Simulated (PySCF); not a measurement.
Fill in the blanks.

Species: CH₁₀OSi₃.
InChI=1S/CH10OSi3/c1-5(4)2-3/h5H,1,3-4H3/t5-/m1/s1

Conformer (atom-mapped SMILES and torsion angles): `[CH3:1][Si@@H:2]([SiH3:3])[O:4][SiH3:5]`: C1–Si2–O4–Si5 -61°.

```json
{"property": "point group of the GFN2-xTB geometry", "level": "GFN2-xTB", "value": "C1"}
{"property": "rotational constants A, B, C of the GFN2-xTB geometry", "level": "GFN2-xTB", "value": "3.009, 1.376, 1.056 GHz"}
{"property": "dipole moment", "level": "PBE0/def2-SVPD", "value": "?"}
{"property": "HOMO energy", "level": "PBE0/def2-SVPD", "value": "?"}
{"property": "LUMO energy", "level": "PBE0/def2-SVPD", "value": "-0.33 eV"}
{"property": "lowest singlet excitation", "level": "TDDFT PBE0/def2-SVPD", "value": "6.28 eV (197 nm, f = 0.019)"}
{"property": "strongest line among the 6 lowest singlet transitions", "level": "TDDFT PBE0/def2-SVPD", "value": "S5 at 7.35 eV (169 nm, f = 0.048)"}
{"property": "lowest triplet excitation (Tamm–Dancoff)", "level": "TDA PBE0/def2-SVPD", "value": "?"}
{"property": "static isotropic polarisability", "level": "PBE0/def2-SVPD", "value": "97.5 au"}
{"property": "electronic spatial extent ⟨r²⟩ about the centre of nuclear charge", "level": "PBE0/def2-SVPD", "value": "1190 bohr²"}
{"property": "13C chemical shifts (computed TMS as zero) by class", "level": "GIAO PBE0/pcSseg-1", "value": "3.4 (1 C) ppm"}
{"property": "1H chemical shifts (computed TMS as zero) by class", "level": "GIAO PBE0/pcSseg-1", "value": "5.72 (1 H), 5.11 (3 H), 3.37 (3 H), 0.46 (3 H) ppm"}
{"property": "isotropic shieldings of nuclei other than C and H, by class", "level": "GIAO PBE0/pcSseg-1", "value": "?"}
```

The electronic properties come from PySCF, for the isolated species, density fitting. NMR classes are plain means over equivalent atoms (diastereotopic ones count apart unless rotation or inversion swaps them), as if these changed places fast; in this geometry the members of some classes differ.

Question: Give the HOMO energy.

Answer: -7.85 eV.

Question: The lowest triplet excitation (Tamm–Dancoff)?

Answer: 5.62 eV.

Question: Give the dipole moment.

Answer: 0.80 D.

Question: The isotropic shieldings of nuclei other than C and H, by class?

Answer: 321 (1 O), 355 (1 Si), 395 (1 Si), 472 (1 Si) ppm.

The principal polarisabilities are 87.3, 98.3 and 106.8 au; their mean is the isotropic value. The rotational constants make it an asymmetric top with κ = (2B − A − C)/(A − C) = -0.67, nearer the prolate limit (−1). A dipole of 0.80 D is allowed in C1, and pure rotational transitions are dipole-allowed. No computed singlet falls in the visible range (750 to 380 nm, 1.65 to 3.26 eV); S1 lies 3.02 eV above its blue end. The dipole equals about 2.7 × 10⁻³⁰ C·m (1 D = 3.33564 × 10⁻³⁰ C·m). The polarisability is 14.45 Å³ as a volume (1 au = 0.148185 Å³), or 1.48 au for each of the 66 electrons.

One conformer stands for the species.
